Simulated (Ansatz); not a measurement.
A structure relaxed at r2SCAN-D4/def2-SVP in Ansatz, charge 0, singlet:

```xyz
42

Ge   -2.3161   -2.4287   -3.0468
Ge    1.0970   -1.5443   -1.2836
Ge    1.2864    1.5456    1.0907
Ge   -0.5032    1.3107    4.5770
Ge   -0.2902   -3.3678   -2.0944
Ge   -1.7091   -0.9128   -4.8454
Ge   -3.4854   -1.1696   -1.3296
Ge    0.0524    2.8119    2.7558
Si   -0.3298    0.8417   -3.9868
Si   -2.0691    0.5861   -0.5417
Si    2.6537   -0.8233    3.7919
Si    1.6394   -0.0840   -3.0954
Si    3.2724    0.6444    2.0629
Si   -1.5156    2.0155   -2.3270
Si   -0.0788   -0.2731    0.3621
Si    1.5128    0.3853    5.4544
H    -3.2233   -3.5562   -3.5860
H     0.0248    1.7824   -5.1016
H     2.3965   -2.1062   -0.6654
H     1.6279    2.4349   -0.1238
H    -2.7852    1.3738    0.5171
H     3.8663   -1.4841    4.3731
H     1.7555   -1.8917    3.2478
H    -1.4094    0.1855    4.0440
H    -1.2812    2.0600    5.6759
H     0.4750   -4.1777   -3.1604
H    -0.6395   -4.3189   -0.9329
H     2.3623   -0.8508   -4.1606
H     2.5440    1.0079   -2.6118
H     4.0715   -0.0716    1.0177
H     4.1213    1.7393    2.6345
H    -0.9559   -1.6840   -5.9476
H    -2.9859   -0.3189   -5.4730
H    -4.7881   -0.5827   -1.9098
H    -3.8641   -2.1027   -0.1626
H    -2.7721    2.5785   -2.9196
H    -0.6857    3.1582   -1.8255
H    -0.3939   -1.1383    1.5487
H    -1.2140    3.4297    2.1333
H     0.9262    3.9600    3.2989
H     1.2237   -0.4803    6.6422
H     2.3867    1.5167    5.9031
```

Q: Give its formula.

A: Si8Ge8H26, an alloyed nanocrystal cut from the lattice of germanium (8 Si, random).

Q: Summarise the bond lengths by kind (pairs closer than 1.2 times the sum of covalent radii, bridged metal pairs left out).

A: 7 × Ge–Si 2.39 Å; 6 × Ge–Ge 2.42 to 2.43 Å; 6 × Si–Si 2.35 Å; 13 × H–Si 1.50 Å; 13 × Ge–H 1.54 Å.

Single mean-field runs in def2-SVP are fitted with def2-universal-jkfit. Another isomer (singlet) lies 0.11 eV lower at PBE0-D4/def2-TZVP; other spin states weren't run for this one.
